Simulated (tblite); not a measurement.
Task: Write Cartesian coordinates for `C#C[SiH2]/C(=C\SC)S[SiH3]` as optimised with GFN2-xTB.

Result: 
```xyz
19
C5H10S2Si2 angstrom
C      1.9842    2.6866    0.6078
C      1.4563    1.7628    1.1679
Si     0.6506    0.3149    1.9966
C      0.0246   -0.8008    0.6055
C     -1.0937   -0.6084   -0.0879
S     -2.1617    0.7605    0.1322
C     -3.4988    0.2805   -1.0075
S      0.9522   -2.2863    0.2141
Si     2.4756   -1.4251   -1.0183
H      2.4434    3.5012    0.1245
H     -0.4857    0.7622    2.8031
H      1.6555   -0.4226    2.7643
H     -1.4201   -1.2969   -0.8546
H     -4.2490    1.0627   -0.9561
H     -3.1068    0.2077   -2.0180
H     -3.9271   -0.6652   -0.6883
H      3.2346   -0.4683   -0.2248
H      3.2408   -2.5902   -1.4278
H      1.8152   -0.7661   -2.1402
```

Orientation and origin are arbitrary. Atoms count from 1 in this order. S6 (sulfide sulfur) is bent (angle 99.4°). S8 (sulfur bonded to C and Si) is bent (angle 99.2°). The C–S distances run from 1.750 Å (C5–S6, drawn single) to 1.821 Å (S6–C7, drawn single), a spread of 0.071 Å. The C–Si distances run from 1.853 Å (C2–Si3, drawn single) to 1.890 Å (Si3–C4, drawn single), a spread of 0.037 Å.

Bonds between heavy atoms (Å): C1≡C2 1.202, C2–Si3 1.853, Si3–C4 1.890, C4=C5 1.330, C5–S6 1.750, S6–C7 1.821, C4–S8 1.795, S8–Si9 2.140.

The geometry is computed with GFN2-xTB (gas phase).

Point group: C1 (no symmetry element, even within 0.4 Å). Its lowest GFN2-xTB frequency is 14 cm⁻¹, too small to tell a flat minimum from a shallow saddle. The numbers are those of one conformer (C2–Si3–C4–C5 -80°, C4–C5–S6–C7 -175°, Si3–C4–S8–Si9 -82°).
